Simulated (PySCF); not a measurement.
C₂H₈O₂Si, SMILES [C@@H]([SiH2]O)(C)O.

Coordinates come from a B3LYP-D3(BJ)/def2-SVP optimisation. The structure was generated by enumeration; whether it is a known compound was not checked. Other conformers were not sampled.

Two levels are set side by side: TDDFT-PBE/def2-SVPD (PySCF) and TDDFT-LC-ωPBE/def2-SVPD (PySCF). Vertical, same geometry. The lowest singlet is HOMO→LUMO 96 % with PBE and HOMO→LUMO 74 % with the other functional; states are paired by order. Differences are taken from unrounded values.

| quantity | TDDFT-PBE |
|---|---|
| lowest singlet excitation (eV) | 5.57 |
| lowest triplet excitation (TDA) (eV) | 5.27 |
| first bright state (f over 0.05) (eV) | 6.93 |
| its oscillator strength | 0.05 |

These are the TDDFT-PBE values. What does TDDFT-LC-ωPBE give? (Estimate from the structure and the level; the computed values follow.)


```tsv
quantity	TDDFT-LC-ωPBE	TDDFT-PBE minus TDDFT-LC-ωPBE
lowest singlet excitation (eV)	6.98	-1.41
lowest triplet excitation (TDA) (eV)	6.52	-1.25
first bright state (f over 0.05) (eV)	8.71	-1.78
its oscillator strength	0.07	-0.01
```

A lower first singlet is the usual sign of a functional without exact exchange. Differences between two approximate levels are no errors against the true value.

Rough cost on one machine, each run with all the roots and properties that it gave: TDDFT-LC-ωPBE against TDDFT-PBE about 6 times.
